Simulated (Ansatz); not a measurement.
Species: BCl, net charge 1, doublet state. SMILES: [Cl+][B]
Geometry: optimised at B3LYP-D3(BJ)/def2-TZVP (Ansatz, a program for electronic structure).

Quantity: vertical electron affinity (to the singlet state of charge +0; a negative value means that the extra electron is unbound and the number depends on the basis; each state is the SCF solution reached for its spin; for the singlet the Hartree-Fock reference is unstable and T1 is 0.015), in eV. Valence correlation only, unless marked. UHF or UKS for open shells. No spin-orbit coupling. Non-relativistic. CBS(X,Y): correlation extrapolated as X^-3; Hartree-Fock from the larger set.

CCSD(T)/CBS(aug-cc-pV(T+d)Z,aug-cc-pV(Q+d)Z) (Ansatz) gives 9.79 eV.

Task: Another calculation gave 9.64 eV. Which level was it?
(A) r2SCAN/def2-TZVPD (Ansatz)
(B) B3LYP/def2-TZVPD (Ansatz)
(C) PBE0/def2-TZVPD (Ansatz)

Result: B, B3LYP/def2-TZVPD (Ansatz). The others give 9.32 (r2SCAN), 9.50 (PBE0) eV.
